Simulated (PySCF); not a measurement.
**Correlation energy of Ba (barium, neutral)**

[Xe] 6s2, closed-shell 1S. All numbers are calculated (PySCF 2.14, scalar relativity by spin-free X2C-1e, in aug-cc-pwCVTZ-X2C (11s10p8d4f, 109 functions)). Frozen: [Kr] 4d10; 10 electrons correlated.

```tsv
level	correlation energy (mhartree)
CCSD	-197.96
(T)	-7.83
CCSD(T)	-205.79
```

Diagnostics: T1 = 0.024, D1 = 0.0762, largest double amplitude 0.047.

Cost of the coupled-cluster step: of the order of 17 core-seconds, for 10 correlated electrons.

Iterations:

```
CC2 = 0
CCSD nocc = 5, nmo = 86
frozen orbitals [0, 1, 2, 3, 4, 5, 6, 7, 8, 9, 10, 11, 12, 13, 14, 15, 16, 17, 18, 19, 20, 21, 22]
max_cycle = 100
direct = 0
conv_tol = 1e-08
conv_tol_normt = 1e-06
diis_space = 8
diis_start_cycle = 0
Init t2, MP2 energy = -8131.82086215855  E_corr(MP2) -0.186508736079301
Init E_corr(CCSD) = -0.186508736080111
cycle = 1  E_corr(CCSD) = -0.192481761539345  dE = -0.00597302546  norm(t1,t2) = 0.0598583
cycle = 2  E_corr(CCSD) = -0.196554776656356  dE = -0.00407301512  norm(t1,t2) = 0.0209887
cycle = 3  E_corr(CCSD) = -0.197803257748958  dE = -0.00124848109  norm(t1,t2) = 0.0104335
cycle = 4  E_corr(CCSD) = -0.198023359625591  dE = -0.000220101877  norm(t1,t2) = 0.00169701
cycle = 5  E_corr(CCSD) = -0.197945922284029  dE = 7.74373416e-05  norm(t1,t2) = 0.000664839
cycle = 6  E_corr(CCSD) = -0.19796070851696  dE = -1.47862329e-05  norm(t1,t2) = 0.000226786
cycle = 7  E_corr(CCSD) = -0.197963287701741  dE = -2.57918478e-06  norm(t1,t2) = 6.29695e-05
cycle = 8  E_corr(CCSD) = -0.197960969791956  dE = 2.31790978e-06  norm(t1,t2) = 1.94196e-05
cycle = 9  E_corr(CCSD) = -0.197961294120896  dE = -3.2432894e-07  norm(t1,t2) = 4.20392e-06
cycle = 10  E_corr(CCSD) = -0.197961277473245  dE = 1.66476509e-08  norm(t1,t2) = 1.34789e-06
cycle = 11  E_corr(CCSD) = -0.197961284968306  dE = -7.49506066e-09  norm(t1,t2) = 3.60954e-07
CCSD converged
E(CCSD) = -8131.832314707439  E_corr = -0.1979612849683059
CCSD(T) correction = -0.0078259203845311
```
